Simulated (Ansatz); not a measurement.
Other settings, tried on the cluster PSe₂.

```yaml
crystal:
  periodic: [false, false, false]
  atoms:
    - {symbol: P, position_ang: [0.635911, 1.085330, -0.148543]}
    - {symbol: Se, position_ang: [-0.927837, -0.059483, 0.993585]}
    - {symbol: Se, position_ang: [0.291926, -1.025858, -0.845042]}
basis:
  gaussian: {orbitals: cc-pVTZ-DK, final_grid: {core_spheres: 8, valence_spheres: 7, degree: 23}}
magnetization: {spin_polarized: false, initial_magnetization: 1}
hamiltonian: {xc: {name: HF}}
correlation: {method: mp2}
scf: {omitted_lower_state_checks: [starts]}
output: {forces: true}
```

```sh
$ ansatz run in.yaml --threads 4 --pin off --events-out ev --progress --plain --max-ram 3916MiB
```

Output, abridged:

```
Functional definition: HF
765 factors; integrals over basis functions are off by at most 5.2e-4 eV
mean field evaluation 1: about -141437.7767 eV, gradient 1.1e1 eV
mean field evaluation 2: about -141437.9111 eV, gradient 1.1e1 eV
mean field evaluation 4: about -141438.6159 eV, gradient 2.0e0 eV
mean field evaluation 8: about -141438.6540 eV, gradient 2.9e-1 eV
mean field evaluation 16: about -141438.6549 eV, gradient 1.8e-6 eV
mean field -141438.65486184 eV, -5197.7746956089 hartree, gradient 1.8e-6 eV, S^2 0.750000; 0 other end points of the search recorded, 0 dependent functions left out
mean field evaluation 32: about -141438.5412 eV, gradient 1.6e0 eV
23 core orbitals not correlated: weight in the atoms' cores, before any rotation towards them, 1.000 or more for the frozen orbitals, at most 0.000 for the correlated occupied ones
reference -141438.65486184 eV, -5197.7746956089 hartree; 19, 18 occupied and 78, 79 virtual orbitals, 765 factors
second order -15.28976710 eV of doubles, -0.08454506 eV of singles
mean field evaluation 64: about -141438.6549 eV, gradient 1.8e-6 eV
Total energy: -141454.02917399 eV, -5198.3396911595 hartree
Relativity: scalar
Atom 0 at     0.635911     1.085330    -0.148543 Å, force    -0.213882    -0.365322     0.049817 eV/Å
Atom 1 at    -0.927837    -0.059483     0.993585 Å, force     0.343896    -0.005291    -0.382199 eV/Å
Atom 2 at     0.291926    -1.025858    -0.845042 Å, force    -0.130015     0.370613     0.332382 eV/Å
Dipole moment:     0.040964     0.069933    -0.009559 e Å
Checks for a lower state left out: starts
```

Hardware: 4 threads of Arm Neoverse V2 on a shared host. Wall time 6.5 s.

DK, ANO-RCC and x2c sets are all-electron and run with scalar relativity unless a key says otherwise. Correlated methods freeze 23 core orbitals; core or outer-core shells of Se are correlated, in sets that lack core-valence functions.

With spin_polarized false and unpaired electrons the run is restricted open-shell.
